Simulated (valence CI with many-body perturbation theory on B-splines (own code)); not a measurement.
**From CI to CI+MBPT in Tc X**

Calculated by relativistic CI+MBPT: six valence electrons over a frozen Dirac-Fock core [Ar] 3d10, a basis of 9 s, 9 p, 8 d, 6 f, 3 g, 1 h functions for each j, with the one-electron correlation potential Σ1, the two-electron term Σ2, the three-electron term Σ3, Breit, model QED; selected CI, second order for the rest, scaled by the run's own slope (own B-spline code, finite nucleus).

No measured levels were compared; by estimate levels hold to about 250 cm⁻¹ or 0.2 % of their energy and the worst to 1 %, as in measured heavy ions of charge 2 to 7; those with d or f electrons hold less well. Among the levels kept, up to 1500 cm⁻¹ of a level comes from second order outside the variational space, and about a tenth of that is noise between levels of different J, which matters for small intervals.

Each rung adds one term. CI alone is the Dirac-Coulomb CI over the frozen core; QED comes last and gives the full result, which names the levels. Energies are above 4s2 4p4 3P_2 on the same rung, in cm⁻¹.

Names give the largest LS component (configuration and term), which can be under half, so a name can repeat, a term be missing and a line seem to break the LS rules; names also repeat where a configuration has a term twice. Letters in brackets count levels of one name in rising energy.

```tsv
Level	CI alone
4s2 4p4 3P_0	18766
4s2 4p4 3P_1	24469
4s2 4p4 1D_2	40814
4s2 4p4 1S_0	82699
4s 4p5 3P°_2	252225
4s 4p5 3P°_1	267319
4s 4p5 3P°_0	279716
4s 4p5 1P°_1	322810
4s2 4p3 4d 5D°_0	351126
4s2 4p3 4d 5D°_2	351509
4s2 4p3 4d 5D°_3	351695
4s2 4p3 4d 5D°_1	352070
4s2 4p3 4d 5D°_4	354566
4s2 4p3 4d 3D°_2 [a]	365620
4s2 4p3 4d 3D°_3 [a]	376136
4s2 4p3 4d 3D°_1 [a]	378135
```

**Question.** What do these energies become with core correlation, Breit and QED?

**Answer.** 4s2 4p4 3P_0 18668 (-97); 4s2 4p4 3P_1 24818 (+350); 4s2 4p4 1D_2 40741 (-73); 4s2 4p4 1S_0 82474 (-225); 4s 4p5 3P°_2 253781 (+1556); 4s 4p5 3P°_1 268912 (+1593); 4s 4p5 3P°_0 281697 (+1981); 4s 4p5 1P°_1 322558 (-251); 4s2 4p3 4d 5D°_0 353303 (+2177); 4s2 4p3 4d 5D°_2 353646 (+2137); 4s2 4p3 4d 5D°_3 353797 (+2101); 4s2 4p3 4d 5D°_1 354257 (+2187); 4s2 4p3 4d 5D°_4 356642 (+2076); 4s2 4p3 4d 3D°_2 [a] 367382 (+1761); 4s2 4p3 4d 3D°_3 [a] 378128 (+1992); 4s2 4p3 4d 3D°_1 [a] 380157 (+2023).

**Question.** How does the ionisation energy move along the ladder, and which term matters most?

**Answer.** CI alone 191.30, + Σ1 192.18, + Σ2 192.18, + Σ3 192.04, + Breit 191.96, + QED 191.97 eV. The largest step is Σ1, 0.88 eV. NIST lists 189.9 ± 2.2 eV (theoretical).
